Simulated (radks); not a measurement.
Valence configurations of Se (all share [Ar]). Method: Dirac Kohn-Sham, BLYP, spin-unpolarised, spherical densities, finite nucleus; open shells fill j = l - 1/2 first; Fermi nuclear charge, rms radius 4.14 fm; computed with a radial shooting solver on a logarithmic mesh with Libxc functionals. Energies are relative to 3d10 4s2 4p4; eigenvalues in eV.

| valence | E (eV) | e(3d3/2) | e(3d5/2) | e(4p1/2) | e(4p3/2) | e(4s1/2) |
|---|---|---|---|---|---|---|
| 3d10 4s2 4p4 | 0.000 | -53.419 | -52.523 | -6.581 | -6.202 | -17.130 |
| 3d9 4s2 4p5 | 51.413 | -65.004 | -64.058 | -7.925 | -7.466 | -19.378 |
| 3d9.5 4s1.5 4p5 | 30.166 | -59.936 | -59.015 | -7.567 | -7.138 | -18.681 |
| 3d8 4s2 4p6 | 113.36 | -77.108 | -76.110 | -9.275 | -8.734 | -21.557 |
| 3d10 4p6 | 22.334 | -56.585 | -55.687 | -7.822 | -7.401 | - |
| 3d10 4s1 4p5 | 11.051 | -55.040 | -54.143 | -7.221 | -6.820 | -17.991 |
| 3d8.5 4s1.5 4p6 | 87.248 | -71.732 | -70.759 | -8.896 | -8.386 | -20.858 |
| 3d8.5 4s2 4p5.5 | 81.036 | -70.993 | -70.021 | -8.599 | -8.099 | -20.475 |
| 3d10 4s1.5 4p4.5 | 5.495 | -54.240 | -53.344 | -6.906 | -6.516 | -17.568 |
| 3d9.5 4s2 4p4.5 | 24.422 | -59.145 | -58.224 | -7.253 | -6.834 | -18.264 |

NIST lists [Ar] 3d10 4s2 4p4 as the ground configuration; this level of theory agrees among the configurations tried. The energies are those of spherical spin-averaged densities, not of single terms.
